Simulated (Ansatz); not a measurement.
Ansatz results at the PBE0-D4/def2-TZVP geometry: HOMO–LUMO gap (ωB97M-V/def2-TZVPP) 10.64 eV; LUMO energy (B3LYP/def2-TZVPP) 0.04 eV; size of the dipole moment (PBE/def2-TZVPP) 0.26 D.

Each molecule was computed in one conformer, which needn't be the lowest.

(1) Which molecule gave them?
A. `C[SiH2][SiH](F)[SiH3]`
B. `BC=C=C=S`
C. `C[SiH]1N=C1F`
D. `C[Se]CO`

Answers

(1) D. The others give `BC=C=C=S`: 6.40, -4.22, 0.90; `C[SiH]1N=C1F`: 10.78, -0.74, 3.29; `C[SiH2][SiH](F)[SiH3]`: 10.50, -1.04, 1.32.

B3LYP here is the variant with VWN-RPA as its local correlation; programs differ in this.
